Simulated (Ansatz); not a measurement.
System: CH$_{5}$In (charge 0, singlet). SMILES: [CH3][InH2]
Geometry: optimised at B3LYP-D3(BJ)/def2-TZVP (Ansatz, a quantum-chemistry and plane-wave program).

Parts of the frozen-core correlation energy in def2-TZVPP (Ansatz, hartree). Frozen orbitals: 10; correlated occupied orbitals by spin: 6 and 6; virtual: 135 and 135. Spin-orbit coupling is left out. Past Kr the def2 sets carry scalar-relativistic core potentials.

```tsv
term	value
reference (HF)	-229.96854
MP2 opposite-spin	-0.21857
MP2 same-spin	-0.04542
CCSD correlation	-0.29531
(T)	-0.00927
T1 diagnostic	0.009
largest doubles amplitude	0.034
```
